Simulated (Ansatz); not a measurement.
Coupled-cluster diagnostics for AlB₅ (the lowest singlet isomer of a short search), Ansatz.

Geometry of the singlet (PBE0-D4/def2-SVP):

```xyz
6

B    -1.671   -0.013    0.749
B     1.030    0.288   -0.020
B    -0.218    0.541    0.960
B    -0.383   -0.415   -0.493
B    -1.884   -0.875   -0.531
Al    3.126    0.474   -0.665
```

Correlated methods freeze 10 core orbitals. The geometry of the singlet was relaxed on an unsound state (restricted singlet, unstable towards broken spin symmetry at other levels and untested here). The structure comes from a short search, and lower isomers may exist.

**Question.** Estimate the CCSD(T) correlation energy, the shares of MP2 and (T), T1 and the reference's ⟨S²⟩ for: charge 0, singlet, own geometry in def2-TZVPP; and the rough time on 4 threads of Arm Neoverse N1 on a shared host.

**Answer.** 
```
                          state       basis  correlation (eV)  MP2 share (%)  (T) share (%)     T1  ⟨S²⟩ (pure)  wall time                                    remarks
charge 0, singlet, own geometry  def2-TZVPP           -16.153           88.1            7.7  0.026  0.00 (0.00)       37 s  large T1 (0.026), restricted SCF unstable
```
Customary marks for T1 are 0.02 (closed shells), 0.045 (open shells) and about 0.05 (3d metals). T1 exceeds 0.02 in 1 of 1 rows and 0.045 in 0; the higher it lies, the less the single-reference result can be trusted.
